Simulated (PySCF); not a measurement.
# Excitation energy of Pd by level of theory

Pd [Kr] 4d10 (1S) → Pd [Kr] 4d9 5p1 (high-spin determinant), as a difference of total energies. All numbers are calculated (PySCF 2.14, scalar relativity by spin-free X2C-1e, in x2c-TZVPPall with one added diffuse shell each of s, p, d, f type (9s7p7d3f1g, 95 functions)). Correlated levels: valence: [Kr] frozen. The calculations carry no spin-orbit coupling.

```
           method  excitation energy (eV)
              UHF                   2.869
    MP2 (valence)                   4.856
SCS-MP2 (valence)                   4.705
   CCSD (valence)                   4.254
CCSD(T) (valence)                   4.408
```

Q: How much does correlation contribute at CCSD(T) (valence)?

A: 4.408 − (2.869) = 1.539 eV, measured against UHF.

A first-order spin-orbit estimate (lowest level to lowest level, LS coupling) adds -0.158 eV.

The determinant of the upper state mixes LS terms, which raises its energy above the lowest term, most at the Hartree-Fock and MP2 levels.
